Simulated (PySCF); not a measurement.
Sn(Cl)(Me)(OH)2 (CH₅ClO₂Sn), SMILES [CH3][Sn]([OH])([OH])[Cl]. Atoms are numbered in the order given.

```xyz
10

C      2.1778    -0.1650    -0.4803
Sn     0.0909     0.0737    -0.2202
O     -0.9964    -0.9810    -1.4888
O     -0.3518     1.9817    -0.4290
Cl    -0.6713    -0.6329     1.8964
H      2.3511    -0.7690    -1.3806
H      2.6304     0.8286    -0.5935
H      2.5893    -0.6728     0.4012
H     -1.6849    -1.4765    -1.0283
H     -1.3013     2.1494    -0.4038
```
Charge 0, spin multiplicity 1.

Geometry: PBE0-D3(BJ)/def2-SVP. The structure was generated by enumeration; whether it is a known compound was not checked. The def2 effective core potentials stand for the cores of Sn; spin–orbit coupling is left out. The values are those of a single conformer.

The numbers are results of PySCF 2.14.0 with PBE0-D3(BJ)/def2-SVP, not measurements.

Frequencies are harmonic and unscaled.

| mode | ν (cm⁻¹) | IR (km/mol) | Raman (Å⁴/amu) | depolarisation | moving atoms (share of kinetic energy) |
|---|---|---|---|---|---|
| 1 | 61 | 1.4 | 0.1 | 0.75 | H 98 % |
| 2 | 80 | 18.5 | 2.6 | 0.75 | H 34 %, O 33 %, C 18 %, Cl 14 % |
| 3 | 123 | 10.9 | 2.9 | 0.73 | O 31 %, C 23 %, Cl 22 %, H 18 % |
| 4 | 138 | 2.1 | 1.6 | 0.75 | C 26 %, H 25 %, O 20 %, Sn 20 %, Cl 9 % |
| 5 | 152 | 18.7 | 2.1 | 0.66 | O 41 %, H 29 %, Sn 14 %, C 9 % |
| 6 | 169 | 62.0 | 2.0 | 0.70 | O 59 %, Sn 15 %, Cl 12 %, H 11 % |
| 7 | 208 | 81.4 | 2.0 | 0.68 | H 88 %, O 8 % |
| 8 | 228 | 77.6 | 1.0 | 0.75 | H 49 %, O 45 % |
| 9 | 370 | 50.7 | 9.6 | 0.15 | Cl 78 %, Sn 20 % |
| 10 | 551 | 11.2 | 29.4 | 0.13 | C 68 %, H 18 %, Sn 9 % |
| 11 | 634 | 65.0 | 12.2 | 0.10 | O 85 %, Sn 11 % |
| 12 | 644 | 96.5 | 6.5 | 0.50 | O 84 %, Sn 14 % |
| 13 | 776 | 9.2 | 0.4 | 0.74 | H 84 %, C 15 % |
| 14 | 780 | 13.2 | 0.4 | 0.49 | H 84 %, C 15 % |
| 15 | 840 | 133.3 | 1.9 | 0.72 | H 91 % |
| 16 | 859 | 86.1 | 1.6 | 0.57 | H 91 % |
| 17 | 1213 | 2.3 | 10.8 | 0.19 | H 82 %, C 18 % |
| 18 | 1428 | 4.8 | 9.1 | 0.75 | H 95 % |
| 19 | 1429 | 4.7 | 9.1 | 0.75 | H 95 % |
| 20 | 3085 | 0.1 | 126.5 | 0.00 | H 98 % |
| 21 | 3215 | 0.7 | 78.7 | 0.75 | H 90 %, C 10 % |
| 22 | 3218 | 0.8 | 74.1 | 0.75 | H 90 %, C 10 % |
| 23 | 3884 | 73.8 | 85.0 | 0.29 | H 94 % |
| 24 | 3895 | 86.1 | 123.5 | 0.25 | H 94 % |
